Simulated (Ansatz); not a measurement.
Geometry optimisation, Ansatz 0.2.0, RKS revPBE-D4/def2-SVP.

Input:

```yaml
crystal:
  periodic: [false, false, false]
  atoms:
    - { symbol: Sn, position_ang: [0.0, 0.0, 0.0] }
    - { symbol: H, position_ang: [0.0, 0.0, 2.09] }
    - { symbol: H, position_ang: [1.6408, 0.0, -0.5794] }
    - { symbol: Cl, position_ang: [-1.1351, 1.9666, -0.8025] }
    - { symbol: H, position_ang: [-0.8195, -1.4198, -0.5794] }
    - { symbol: O, position_ang: [0.8472, 1.9703, 0.7126] }
    - { symbol: H, position_ang: [1.6383, 1.7984, 1.3166] }
    - { symbol: H, position_ang: [0.4203, 0.9774, 1.9402] }
basis:
  gaussian: { orbitals: def2-SVP }
hamiltonian:
  xc: revpbe
  dispersion: d4
relax:
  f_tol: 0.15
  max_steps: 25
  restrain:
    - { distance: [0, 5], at: 1.96, k: 30.0 }
    - { distance: [7, 1], at: 0.66, k: 30.0 }
    - { distance: [0, 1], at: 2.94, k: 30.0 }
    - { distance: [7, 5], at: 2.21, k: 30.0 }
```

Command:

```bash
$ ansatz run input.yaml --threads 1 --pin off --max-ram 2048MiB --backend cpu --events-out ev --progress --plain --runs-dir out
```

Where does it end, and by what steps?

The run ended unconverged. The restraints hold the end off the free minimum; the threshold counts their pulls, which the force column leaves out. Restrained pairs: Sn1–O6 (2.26 → 1.98 Å), H2–H8 (1.07 → 0.72 Å), Sn1–H2 (2.09 → 2.94 Å), O6–H8 (1.64 → 2.20 Å). After 24 steps the energy has fallen by 3.103 eV (the restraints' own energy left out); H5 moved furthest, 1.14 Å.

```json
{"step": "0", "energy less start (eV)": "0.0000", "largest force component (eV/Å)": "3.901", "accepted": "yes"}
{"step": "1", "energy less start (eV)": "-0.4325", "largest force component (eV/Å)": "2.526", "accepted": "yes"}
{"step": "2", "energy less start (eV)": "-0.8867", "largest force component (eV/Å)": "2.524", "accepted": "yes"}
{"step": "3", "energy less start (eV)": "-1.6902", "largest force component (eV/Å)": "2.270", "accepted": "yes"}
{"step": "4", "energy less start (eV)": "-2.2501", "largest force component (eV/Å)": "2.055", "accepted": "yes"}
{"step": "5", "energy less start (eV)": "-2.5787", "largest force component (eV/Å)": "1.646", "accepted": "yes"}
{"step": "6", "energy less start (eV)": "-2.8063", "largest force component (eV/Å)": "1.513", "accepted": "yes"}
{"step": "7", "energy less start (eV)": "-2.9374", "largest force component (eV/Å)": "1.625", "accepted": "yes"}
{"step": "8", "energy less start (eV)": "-2.9766", "largest force component (eV/Å)": "1.804", "accepted": "yes"}
{"step": "9", "energy less start (eV)": "-2.9872", "largest force component (eV/Å)": "1.865", "accepted": "yes"}
{"step": "10", "energy less start (eV)": "-3.0054", "largest force component (eV/Å)": "1.720", "accepted": "yes"}
{"step": "11", "energy less start (eV)": "-2.9993", "largest force component (eV/Å)": "2.277", "accepted": "no"}
{"step": "12", "energy less start (eV)": "-3.0267", "largest force component (eV/Å)": "1.574", "accepted": "yes"}
{"step": "13", "energy less start (eV)": "-3.0438", "largest force component (eV/Å)": "1.454", "accepted": "yes"}
{"step": "14", "energy less start (eV)": "-3.0178", "largest force component (eV/Å)": "1.769", "accepted": "no"}
{"step": "15", "energy less start (eV)": "-3.0546", "largest force component (eV/Å)": "1.436", "accepted": "yes"}
{"step": "16", "energy less start (eV)": "-3.0626", "largest force component (eV/Å)": "1.397", "accepted": "yes"}
{"step": "17", "energy less start (eV)": "-3.0695", "largest force component (eV/Å)": "1.367", "accepted": "yes"}
{"step": "18", "energy less start (eV)": "-3.0644", "largest force component (eV/Å)": "1.350", "accepted": "no"}
{"step": "19", "energy less start (eV)": "-3.0746", "largest force component (eV/Å)": "1.356", "accepted": "yes"}
{"step": "20", "energy less start (eV)": "-3.0819", "largest force component (eV/Å)": "1.326", "accepted": "yes"}
{"step": "21", "energy less start (eV)": "-3.0965", "largest force component (eV/Å)": "1.298", "accepted": "yes"}
{"step": "22", "energy less start (eV)": "-3.1032", "largest force component (eV/Å)": "1.361", "accepted": "yes"}
{"step": "23", "energy less start (eV)": "-3.1112", "largest force component (eV/Å)": "1.254", "accepted": "no"}
{"step": "24", "energy less start (eV)": "-3.1025", "largest force component (eV/Å)": "1.467", "accepted": "yes"}
```

```xyz
8
Properties=species:S:1:pos:R:3
Sn 0.438 0.337 -0.318
H -0.796 0.178 2.347
H 1.534 0.249 -1.655
Cl -1.403 1.685 -1.041
H -0.166 -1.138 0.314
O 1.354 1.303 1.149
H 1.879 2.055 0.802
H -0.249 0.622 2.499
```

The run took 56 s on 1 thread of Arm Neoverse V2, on a shared host, peak memory 0.12 GiB.
